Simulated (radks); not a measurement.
Task: Tl3+, configuration [Xe] 4f14 5d9.5 6d0.5 (fractional occupations, a model configuration). Calculated with a radial shooting solver on a logarithmic mesh with Libxc functionals: scalar-relativistic Kohn-Sham, Wu-Cohen GGA, spin-polarised, spherical densities, finite nucleus; open shells are filled with parallel spins first (spin-orbit coupling, left out, can overturn this in heavy ions); Fermi nuclear charge, rms radius 5.4759 fm. Some entries of the table are withheld. Estimate them.

| orbital | occ. | eigenvalue (hartree) | r(max) (bohr) |
|---|---|---|---|
| 1s up | 1 | -3146.032 | 0.01004 |
| 1s down | 1 | -3146.032 | 0.01004 |
| 2s up | 1 | -561.2160 | 0.05816 |
| 2s down | 1 | -561.2142 | 0.05816 |
| 2p up | 3 | -483.1224 | 0.04832 |
| 2p down | 3 | -483.1208 | 0.04832 |
| 3s up | 1 | -134.9062 | 0.1640 |
| 3s down | 1 | -134.9054 | 0.1640 |
| 3p up | 3 | -112.4158 | 0.1638 |
| 3p down | 3 | -112.4149 | 0.1638 |
| 3d up | 5 | -89.04430 | 0.1334 |
| 3d down | 5 | -89.04291 | 0.1334 |
| 4s up | 1 | -31.07060 | 0.3689 |
| 4s down | 1 | -31.06871 | 0.3690 |
| 4p up | 3 | -23.69370 | 0.3890 |
| 4p down | 3 | -23.69190 | 0.3890 |
| 4d up | 5 | -15.02860 | 0.3954 |
| 4d down | 5 | -15.02651 | 0.3954 |
| 5s up | 1 | -6.05623 | 0.8076 |
| 5s down | 1 | -6.04520 | 0.8072 |
| 4f up | 7 | (1) | 0.3578 |
| 4f down | 7 | (2) | 0.3578 |
| 5p up | 3 | (3) | 0.9036 |
| 5p down | 3 | (4) | 0.9032 |
| 5d up | 5 | (5) | 1.106 |
| 5d down | 4.5 | (6) | 1.105 |
| 6d up | 0.5 | -0.56632 | 3.529 |

Result: 
(1) 4f up eigenvalue (hartree): -5.44006
(2) 4f down eigenvalue (hartree): -5.43737
(3) 5p up eigenvalue (hartree): -4.03638
(4) 5p down eigenvalue (hartree): -4.02331
(5) 5d up eigenvalue (hartree): -1.77118
(6) 5d down eigenvalue (hartree): -1.75616
